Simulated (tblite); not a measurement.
C3H10OSi3.
Numbering: `[CH2:1]=[C:2]1[CH2:3][SiH2:4][O:5][SiH2:6][SiH2:7]1` (hydrogens: H8, H9 on C1; H10, H11 on C3; H12, H13 on Si4; H14, H15 on Si6; H16, H17 on Si7)

Geometry (GFN2-xTB, Å), atoms numbered from 1 in this order:
```
atom  x, y, z in Å
C1    -0.4952    0.0813    2.2904
C2    -0.5490    0.3709    0.9949
C3    -1.4395   -0.3955    0.0642
Si4   -0.4423   -1.6667   -0.9590
O5     0.8612   -0.9192   -1.5695
Si6    1.7337    0.4655   -1.4406
Si7    0.5962    1.6498    0.1857
H8     0.1604    0.6095    2.9623
H9    -1.1114   -0.6869    2.7356
H10   -1.9355    0.2965   -0.6205
H11   -2.2209   -0.9118    0.6246
H12    0.0580   -2.7404   -0.1032
H13   -1.2020   -2.1264   -2.1185
H14    3.0881   -0.0060   -1.1347
H15    1.7224    1.0084   -2.8034
H16   -0.2592    2.7260   -0.3529
H17    1.4281    2.2572    1.2348
```

Computed values, GFN2-xTB/tblite, gas phase, harmonic and unscaled. This tight-binding method is rough: wavenumbers can miss measured ones by several per cent, in bad cases by 10 to 20. Modes of hydrogen on silicon can be 10 to 20 % off. One conformer, not necessarily the lowest.

Harmonic wavenumbers (cm⁻¹): 53.8, 74.6, 106.3, 202.0, 238.4, 289.5, 352.8, 365.2, 424.9, 457.7, 465.6, 499.1, 557.5, 577.6, 599.0, 609.4, 621.7, 627.8, 660.7, 707.9, 744.4, 763.4, 781.2, 788.9, 808.1, 825.4, 887.7, 969.4, 1021.3, 1092.6, 1199.2, 1222.4, 1418.9, 1476.2, 1661.2, 2137.2, 2183.6, 2194.8, 2215.1, 2269.2, 2286.4, 2951.5, 2973.9, 3058.5, 3105.3.

A = 1729, B = 1558, C = 925.9 MHz; mass 146.004 u (most abundant isotopes); point group C1, symmetry number 1.

Question: Zero-point energy?

Answer: Half the sum of the wavenumbers: 24764 cm⁻¹ = 296.24 kJ/mol.

Question: Entropy at 350 K, 1 bar (ideal gas, RRHO, classical rotation)?

Answer: Translation 174.34, rotation 124.36, vibration 141.52: S = 440.2 J/(mol K).

Question: And Cp and H(350 K) − H(0)?

Answer: Cp = 196.87 J/(mol K), of which vibrations give 163.62 (their classical limit is 45 R = 374.2); H(350 K) − H(0) = 39.16 kJ/mol without the zero-point energy, 27.52 from vibrations.

Question: What must be added to the electronic energy to get the Gibbs energy at 350 K and 1 bar?

Answer: ZPE + [H(350 K) − H(0)] − T·S = 296.24 + 39.16 − 154.08 = 181.32 kJ/mol.

Question: Which modes carry the vibrational entropy at 350 K?

Answer: 53.8 cm⁻¹: 20.88; 74.6 cm⁻¹: 18.17; 106.3 cm⁻¹: 15.26; 202.0 cm⁻¹: 10.09; 238.4 cm⁻¹: 8.81; 289.5 cm⁻¹: 7.34 J/(mol K); the other 39 give 60.96 together.

Hindered rotation and anharmonicity are outside this model. Other conformers, if any are populated, would add a mixing term that is left out. The structure is chiral; the term R ln 2 for an equal mix with its mirror image is left out.
